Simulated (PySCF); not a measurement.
Interval between two levels of Fe by level of theory

Fe [Ar] 3d6 4s2 [5D4, M_J = 4] → Fe [Ar] 3d5 4s2 5s1 [7S3, M_J = 3], as a difference of total energies. Computed with PySCF 2.14 in x2c-TZVPall-2c with one added diffuse shell each of s, p, d type (7s8p5d1f, 63 functions), with the two-component X2C-1e Hamiltonian. Correlated levels: [Ne] frozen; the 6 highest virtual spinors dropped. "Screened" scales the spin-orbit matrix elements by Boettger's factors to mimic the two-electron term; Breit and QED terms are absent.

| method | interval between two levels (cm⁻¹) |
| --- | --- |
| GHF (spin-free) | 48061 |
| GMP2 (spin-free) | 60723 |
| GHF (screened spin-orbit) | 48444 |
| GMP2 (screened spin-orbit) | 61125 |

The labels give the starting determinants; with spin-orbit coupling the two ends relaxed to ⟨J²⟩ = 20.02, ⟨L²⟩ = 6.01, ⟨S²⟩ = 6.01 and ⟨J²⟩ = 12.01, ⟨L²⟩ = 0.00, ⟨S²⟩ = 12.00.

The promoted electron is Rydberg-like, and one or two diffuse shells describe it only roughly, which tends to raise the upper state.
